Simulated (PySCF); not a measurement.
Input of a run (PBE0-D3(BJ)/def2-SVP geometry optimisation, gas phase (PySCF 2.14.0)), started from GFN2-xTB:
```
{"job": {"xc": "PBE0", "basis": "def2-SVP", "d3": "d3bj", "grid": 1, "shake": 0.01, "kind": "geom"}, "charge": 0, "multiplicity": 1}
C      2.694900    -1.849740     0.687630
C      1.990590    -0.842650     0.562430
C      1.203610     0.310130     0.427240
S      1.800710     1.910580     0.787860
N      0.308250     2.547240     0.373140
N     -0.545770     1.701880     0.006590
C     -0.095500     0.428870     0.012190
O     -0.844980    -0.602440    -0.356320
C     -2.181890    -0.280900    -0.734540
H      3.250600    -2.695660     0.789040
H     -2.734190     0.195870     0.067770
H     -2.643060    -1.232230    -1.005670
H     -2.197440     0.392160    -1.627670
```

Output (energies in Eh, forces in Eh/bohr):
```
step   0  E = -774.76298769  max force = 0.077904
step   1  E = -774.76914457  max force = 0.008197
step   2  E = -774.76954081  max force = 0.004462
step   3  E = -774.76976130  max force = 0.004943
step   4  E = -774.76989546  max force = 0.001653
step   5  E = -774.76991876  max force = 0.000928
step   6  E = -774.76992254  max force = 0.000363
optimisation converged
```

Summarise the run.

The energy falls by 0.189 eV over 7 energy and gradient evaluations, the largest force component goes from 0.0779 to 3.6e-04 Eh/bohr, and the atoms move by 0.030 Å rms after alignment. The bond that changes most is C1–H10 (terminal alkyne carbon to alkyne hydrogen), which lengthens by 0.058 Å. Bonds longer at the end by more than 0.005 Å: 5 of 13; shorter: 5. Among the angles that change most is C3–S4–N5, from 89.6° to 92.7°. The energy never rose by more than 1e-6 Eh on the way. The first step brought 89 % of the lowering.

What are the final bond lengths?

C1≡C2 1.214 Å, C2–C3 1.406 Å, C3–S4 1.715 Å, S4–N5 1.686 Å, N5–N6 1.275 Å, N6–C7 1.355 Å, C7–O8 1.322 Å, O8–C9 1.416 Å, C3–C7 1.394 Å, C1–H10 1.075 Å, C9–H11 1.101 Å, C9–H12 1.096 Å, C9–H13 1.101 Å. Numbering counts from 1 in the input's order; the species is `C#Cc1c(nns1)OC`.

The run used 150 basis functions and 55 SCF cycles in all. Hardware: Arm Neoverse V2, one thread, no GPU, shared host with 192 logical CPUs at a one-minute load of 53. Cost: 62 s, 0.59 GiB resident at most.

Whether it is a minimum is left open (no frequencies). One conformer, not necessarily the lowest.

Shape of the structure used: `[CH:1]#[C:2][c:3]1[s:4][n:5][n:6][c:7]1[O:8][CH3:9]`: N6–C7–O8–C9 0°.
